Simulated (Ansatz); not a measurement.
Gas-phase electronic energies from Ansatz, PBE0-D4/def2-TZVP geometries. CBS: MP2 limit from def2 TZ/QZ plus the TZ coupled-cluster correction, frozen cores. This one scheme is used for every species. DFT in def2-TZVPP. HSE06 is defined as in plane-wave codes. Elements past krypton have def2 core potentials. For Sn outer-core shells are correlated without core-valence functions, which leaves a few kJ/mol of doubt a bond. One conformer a species, not always the lowest.

`[CH3][Sn][Cl]` + H₂S → `[CH3][Sn][SH]` + HCl  (ligand exchange at the Sn–Cl bond)

`[CH3][Sn][Cl]`:

Z-matrix (Å, degrees):
```
C
Sn 1 2.177
H 1 1.094 2 109.0
H 1 1.094 2 109.2 3 117.1
H 1 1.092 2 112.3 3 -121.3
Cl 2 2.382 1 93.8 3 -60.2
```

H₂S:

Cartesian coordinates in Å:
```
S 0.121 -0.345 0.500
H 0.055 -0.605 -0.814
H -0.176 0.950 0.314
```

`[CH3][Sn][SH]`:

Cartesian coordinates in Å:
```
C -0.809 -0.548 -0.055
Sn -0.541 1.605 0.242
S 1.888 1.516 0.164
H -0.309 -1.094 0.749
H -0.353 -0.846 -1.004
H -1.865 -0.823 -0.067
H 1.989 0.190 -0.029
```

HCl:

```xyz
2

Cl   -0.444   -0.459    0.029
H     0.444    0.459   -0.029
```

| level | ΔE (kJ/mol) | difference from CCSD(T)/CBS |
| --- | --- | --- |
| revPBE-D4 | 25.6 | -4.7 |
| B97M-V | 34.7 | 4.4 |
| r2SCANh-D4 | 30.3 | 0.0 |
| PBE | 27.6 | -2.7 |
| r2SCAN | 30.2 | -0.1 |
| HSE06 | 29.9 | -0.4 |
| HF/def2-SVP | 45.5 | 15.2 |
| MP2/def2-SVP | 28.0 | -2.3 |
| CCSD(T)/def2-TZVPP | 27.8 | -2.5 |
| MP2/def2-QZVPP | 28.9 | -1.4 |
| CCSD(T)/CBS | 30.3 | 0 |

Largest T1 diagnostic among the species: 0.015.

From BLYP to BHLYP (50 % exact exchange), in def2-TZVPP and without D4, ΔE moves by +5.0 kJ/mol. In def2-TZVPP, CCSD(T) changes the Hartree–Fock value by −17.9 kJ/mol (the triples alone add −3.3 kJ/mol) and MP2 by −18.6 kJ/mol.
